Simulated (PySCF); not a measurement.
`[SiH3]N([SiH3])[SiH3]`: ΔSCF against reference XPS values

The experiment to reproduce (core binding energies): N 1s of N2 (atom 2) 403.91 eV [1]. Sources and the comparison follow the method.

Compound: H₉NSi₃.
Cartesian coordinates in Å at the PBE0-D3(BJ)/def2-TZVP level; atoms count from 1:
```xyz
13
H9NSi3 angstrom
Si     0.2752    1.6443    0.6108
N      0.0143    0.0326    0.0111
Si    -1.6138   -0.5256   -0.2442
Si     1.3442   -1.0809   -0.1166
H     -0.7093    2.5594   -0.0218
H      0.1016    1.7286    2.0870
H      1.6605    2.0612    0.2774
H     -2.4252    0.5867   -0.8015
H     -1.5836   -1.6701   -1.1895
H     -2.2554   -0.9780    1.0208
H      1.5848   -1.8200    1.1535
H      1.0418   -2.0720   -1.1801
H      2.5759   -0.3226   -0.4512
```

Method: PySCF 2.14.0, delta-SCF UKS SCAN, pcX-3 on the ionised atom, pcseg-2 elsewhere, spin-free X2C. Each binding energy is the total energy of the core-ionised species, with the hole localised on one atom, minus that of the ground state; both are solved self-consistently, so orbital relaxation is included.

```
atom                      environment  level  this calculation (eV)  reference (eV)  difference (eV)  source
  N2  nitrogen bridging silicon atoms   N 1s                 403.95          403.91            +0.04     [1]
```

[1] measured, gas; Beach, A photoelectron spectroscopic study of bonding in inorganic and organometallic compounds, PhD thesis, LBL 1985

Task: How well does this level of theory reproduce the measurements here?

Result: The one measured value differs by +0.04 eV, too little evidence for a typical error. The calculation is vertical and has no vibrational structure, and measured positions depend on the energy calibration.

Task: What does the calculation give for the levels without a reference value here?

Result: Si1/Si3/Si4 Si 1s 1846.94 eV; Si1/Si3/Si4 Si 2p3/2 107.04 eV.

One atom of each set of topologically equivalent atoms was ionised and stands for the set; in this conformer not all members are related by symmetry, and their own values weren't computed. The 2p values add to the ΔSCF energy of one spin-free hole a correction within the shell (spin–orbit coupling, ligand field). 2p1/2 minus 2p3/2 (ligand field included): Si 0.63 eV. Isolated species at its PBE0-D3(BJ)/def2-TZVP geometry, gas phase.
